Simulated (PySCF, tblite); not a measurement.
Isomers of C5H11OP. Method: GFN2-xTB as coded in tblite; computed harmonic values from a numerical Hessian at the method's own geometry, unscaled. Against measured fundamentals such values can be off by several per cent, at times by over 20. Modes of hydrogen on phosphorus can be 10 to 20 % off. One conformer each.

Electronic energies: PBE0/pcSseg-1 single points on the GFN2-xTB geometries (PySCF, gas phase).

| SMILES | electronic energy, lowest = 0 (kJ/mol) |
| --- | --- |
| O=[PH]1CCCCC1 | 0.0 |
| C=CPCCOC | 230.8 |
| CC[C@H]1C[P@H](=O)C1 | 79.4 |
| C[C@@H]1CCC[P@@H]1=O | 15.9 |
| C=C[P@@H](=O)CCC | 106.7 |
| CC(=O)PC(C)C | 94.9 |
| CP(C)(=O)C1CC1 | 50.4 |

Task: How do GFN2-xTB zero-point energies change the relative energies?

Result: 
| SMILES | ZPE (kJ/mol) | of it from modes above 1550 cm⁻¹ | electronic (kJ/mol) | with ZPE, lowest = 0 (kJ/mol) | lowest mode (cm⁻¹) | rings |
| --- | --- | --- | --- | --- | --- | --- |
| O=[PH]1CCCCC1 | 400.5 | 190.6 | 0.0 | 0.0 | 121 | 1 |
| C[C@@H]1CCC[P@@H]1=O | 398.4 | 192.0 | 15.9 | 13.8 | 50 | 1 |
| CP(C)(=O)C1CC1 | 390.1 | 200.4 | 50.4 | 40.0 | 41 | 1 |
| CC[C@H]1C[P@H](=O)C1 | 396.2 | 192.9 | 79.4 | 75.0 | 80 | 1 |
| CC(=O)PC(C)C | 387.9 | 203.8 | 94.9 | 82.3 | 40 | 0 |
| C=C[P@@H](=O)CCC | 389.1 | 203.9 | 106.7 | 95.3 | 66 | 0 |
| C=CPCCOC | 385.4 | 201.4 | 230.8 | 215.7 | 55 | 0 |

The zero-point energies span 15.1 kJ/mol, from `C=CPCCOC` to `O=[PH]1CCCCC1`. The order is unchanged.

Task: And how do the electronic energies of GFN2-xTB itself compare?

Result: `O=[PH]1CCCCC1` 0.0; `C[C@@H]1CCC[P@@H]1=O` 12.8; `CP(C)(=O)C1CC1` 98.1; `CC[C@H]1C[P@H](=O)C1` 81.7; `CC(=O)PC(C)C` 229.7; `C=C[P@@H](=O)CCC` 136.0; `C=CPCCOC` 328.4 kJ/mol, lowest = 0. Against the energies above, taken from the same isomer `O=[PH]1CCCCC1`, the largest difference is 134.8 kJ/mol.

Task: What do entropy and thermal enthalpy add at 298.15 K and 1 bar (rigid rotor, harmonic oscillator, one conformer each)?

Result: 
```tsv
SMILES	point group	symmetry number	S (J/(mol K))	H − H(0) (kJ/mol)	ZPE + H − H(0) − TS (kJ/mol)
O=[PH]1CCCCC1	Cs	1	348.7	21.64	318.2
C[C@@H]1CCC[P@@H]1=O	C1	1	363.6	23.17	313.1
CP(C)(=O)C1CC1	Cs	1	392.4	27.10	300.2
CC[C@H]1C[P@H](=O)C1	C1	1	366.8	23.73	310.5
CC(=O)PC(C)C	C1	1	402.9	28.15	295.9
C=C[P@@H](=O)CCC	C1	1	392.3	26.81	298.9
C=CPCCOC	C1	1	406.6	27.85	292.0
```
